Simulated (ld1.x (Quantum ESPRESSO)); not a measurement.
## Building the PAW potential for calcium (Ca) (PBE, scalar-relativistic).

```json
{
  "Element": "calcium",
  "Generator": "ld1.x (Quantum ESPRESSO) 7.5",
  "Type": "PAW",
  "Functional": "PBE",
  "Relativity": "scalar-relativistic",
  "Frozen core": "[Ne]",
  "Valence charge": "10",
  "Reference configuration": "3s2 3p6 3d0 4s1.75 4p0.25",
  "Partial waves": "3s (bound): rcut 1.60, rcutus 2.25 bohr; 4s (bound): rcut 1.60, rcutus 2.25 bohr; 3p (bound): rcut 1.85, rcutus 2.20 bohr; 4p (bound): rcut 1.85, rcutus 2.20 bohr; 3d (bound, empty): rcut 1.55, rcutus 1.65 bohr; 3d channel at 0.5 Ry: rcut 1.55, rcutus 1.65 bohr; 4f channel at 0.3 Ry: rcut 2.05, rcutus 2.30 bohr; 4f channel at 1.75 Ry: rcut 2.05, rcutus 2.30 bohr",
  "Local potential": "all-electron potential smoothed inside 1.55 bohr (lloc = -1)",
  "Core correction": "Bessel-smoothed model core, default radius (core density twice the valence density)",
  "Augmentation charge": "PSQ, inside the norm-conserving radii"
}
```

**Question.** Does the generator finish with these settings?

**Answer.** Yes, a potential is produced and its reference levels are reproduced.

**Question.** Is the overlap operator S = 1 + Σ q|β⟩⟨β| positive definite (Bessel basis up to 400 Ry)?

**Answer.** No: its lowest eigenvalue is -1.804, in the p channel, so the generalised eigenproblem breaks down once the basis is large enough.

Its largest configuration-test error is +0.1 meV (3s2 3p6 3d0 4s2 4p0). Test run stopped at test 2 of 7 (negative rho).

The ghost test of this file was not conclusive. Its overlap operator is not positive definite in a basis up to 400 Ry (lowest eigenvalue s -0.02, p -1.80, f -0.53), so the file is unfit for use: the generalised eigenproblem breaks down once the basis is large enough, and its test numbers describe a broken file.
